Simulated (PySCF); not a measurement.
SiH3PHPF2, F2H4P2Si.
SMILES with atom numbers: `[F:1][P:2]([F:3])[PH:4][SiH3:5]` (hydrogens: H6 on P4; H7, H8, H9 on Si5)

The same species was optimised twice, with GFN2-xTB and with PBE0-D3(BJ)/def2-SVP (PySCF), and the same property calculations (PySCF, gas phase) were run on both structures.

```json
{"coordinate": "P2–P4 (Å)", "GFN2-xTB": "2.183", "PBE0-D3(BJ)/def2-SVP": "2.238", "change": "+0.055"}
{"coordinate": "P4–H6 (Å)", "GFN2-xTB": "1.392", "PBE0-D3(BJ)/def2-SVP": "1.430", "change": "+0.038"}
{"coordinate": "Si5–H7 (Å)", "GFN2-xTB": "1.461", "PBE0-D3(BJ)/def2-SVP": "1.492", "change": "+0.031"}
{"coordinate": "Si5–H8 (Å)", "GFN2-xTB": "1.466", "PBE0-D3(BJ)/def2-SVP": "1.494", "change": "+0.028"}
{"coordinate": "Si5–H9 (Å)", "GFN2-xTB": "1.461", "PBE0-D3(BJ)/def2-SVP": "1.488", "change": "+0.027"}
{"coordinate": "P4–Si5 (Å)", "GFN2-xTB": "2.258", "PBE0-D3(BJ)/def2-SVP": "2.273", "change": "+0.015"}
{"coordinate": "P2–P4–Si5 (°)", "GFN2-xTB": "92.4", "PBE0-D3(BJ)/def2-SVP": "95.4", "change": "+3.0"}
{"coordinate": "P2–P4–H6 (°)", "GFN2-xTB": "90.0", "PBE0-D3(BJ)/def2-SVP": "92.0", "change": "+2.0"}
{"coordinate": "H7–Si5–H9 (°)", "GFN2-xTB": "112.0", "PBE0-D3(BJ)/def2-SVP": "110.1", "change": "-1.9"}
{"coordinate": "Si5–P4–H6 (°)", "GFN2-xTB": "95.4", "PBE0-D3(BJ)/def2-SVP": "93.9", "change": "-1.5"}
{"coordinate": "P4–Si5–H9 (°)", "GFN2-xTB": "106.7", "PBE0-D3(BJ)/def2-SVP": "108.1", "change": "+1.4"}
{"coordinate": "P4–Si5–H7 (°)", "GFN2-xTB": "104.8", "PBE0-D3(BJ)/def2-SVP": "106.1", "change": "+1.3"}
{"coordinate": "H7–Si5–H8 (°)", "GFN2-xTB": "110.4", "PBE0-D3(BJ)/def2-SVP": "109.3", "change": "-1.1"}
{"coordinate": "P4–Si5–H8 (°)", "GFN2-xTB": "112.7", "PBE0-D3(BJ)/def2-SVP": "113.1", "change": "+0.4"}
{"coordinate": "F1–P2–P4–Si5 (°)", "GFN2-xTB": "170", "PBE0-D3(BJ)/def2-SVP": "143", "change": "-27"}
```

Rotational constants: A = 4519, B = 1485, C = 1255 MHz (GFN2-xTB) against A = 4294, B = 1539, C = 1243 MHz (PBE0-D3(BJ)/def2-SVP). Point groups within 0.08 Å: C1 and C1. End groups have turned between the structures, so F1, F3 are left out of the comparison.

On the GFN2-xTB structure: HOMO (eV) -7.39 [PBE0/pcSseg-1]; LUMO (eV) -1.15 [PBE0/pcSseg-1]; dipole (D) 2.77 [PBE0/pcSseg-1]; GIAO shielding of F1/F3 (mean) (ppm) 271.4 [PBE0/pcSseg-1]; GIAO shielding of P2 (ppm) -21.9 [PBE0/pcSseg-1]; GIAO shielding of P4 (ppm) 504.6 [PBE0/pcSseg-1]; GIAO shielding of Si5 (ppm) 441.2 [PBE0/pcSseg-1].

Question: What do these properties become on the PBE0-D3(BJ)/def2-SVP structure?

Answer: 
```
                                    property          level  on GFN2-xTB  on PBE0-D3(BJ)/def2-SVP  change
                                   HOMO (eV)  PBE0/pcSseg-1        -7.39                    -7.40   -0.01
                                   LUMO (eV)  PBE0/pcSseg-1        -1.15                    -0.99   +0.16
                                  dipole (D)  PBE0/pcSseg-1         2.77                     2.17   -0.60
energy, GFN2-xTB geometry as zero (kcal/mol)  PBE0/pcSseg-1          0.0                     -2.3    -2.3
        GIAO shielding of F1/F3 (mean) (ppm)  PBE0/pcSseg-1        271.4                    275.8    +4.4
                  GIAO shielding of P2 (ppm)  PBE0/pcSseg-1        -21.9                    -13.5    +8.4
                  GIAO shielding of P4 (ppm)  PBE0/pcSseg-1        504.6                    482.9   -21.7
                 GIAO shielding of Si5 (ppm)  PBE0/pcSseg-1        441.2                    437.3    -3.9
```

The heavy atoms differ by 0.274 Å rms after alignment. Among the bonds compared P2–P4 changes most (+0.055 Å). Changes are differences of the printed values. Neither structure is proved a minimum here.

Shape of the structure used: `[F:1][P:2]([F:3])[PH:4][SiH3:5]`: F1–P2–P4–Si5 143°.
